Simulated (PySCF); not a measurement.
SMILES C([SiH2][SiH2]C(=O)O)=C (C₃H₈O₂Si₂) at its GFN2-xTB optimised geometry (Å):

```
15

C      0.8279    -2.3767     2.7505
C      1.7003    -1.4742     3.1735
Si     2.2410     0.0459     2.1959
Si     1.5003    -0.0224     0.0000
C     -0.4113    -0.0224     0.0000
O     -1.1292    -0.9913     0.0458
O     -0.9068     1.2238     0.0000
H      0.3478    -2.3056     1.7869
H      0.5424    -3.2297     3.3485
H      2.1396    -1.6078     4.1561
H      1.7655     1.2322     2.9291
H      3.7112     0.1012     2.2465
H      1.8610     1.1458    -0.8091
H      1.8797    -1.2238    -0.7509
H     -1.8797     1.2143     0.0280
```

Calculation: PBE0/def2-TZVP (PySCF).

Map of the Laplacian of the electron density (e/bohr⁵) on the plane z = 1.5 Å:

```
|.............................|
|.............................|
|.............................|
|.............................|
|.............................|
|.............................|
|.............................|
|.............................|
|..........:::......:::::.....|
|.........:::::....::::::::...|
|.........:::::..::::::::::::.|
|.........::::::::::::::::::::|
|..........::::::::::..:::::::|
|..........:::::::::. :*-:::::|
|..........:::::::::. =@=:::::|
|.........::::::::::. .=::::::|
|........::::::::::::...::::::|
|........:::::::::::::::::::::|
|........:::::::::::::::::::..|
|.........::::::::::::::::....|
|..........:::::--:::::::.....|
|...........:::----:::::......|
|............::- :--:::.......|
|............::----::::.......|
|............:::---:::........|
|.............:::::::.........|
|..............:::::..........|
|.............................|
|.............................|
```
Scale: ten equal steps from -0.109 (start of ' ') to 0.481 (end of '@'), in the order ' .:-=+*#%@'; x runs from -4.00 to 4.00, y from -4.00 (bottom) to 4.00 (top).
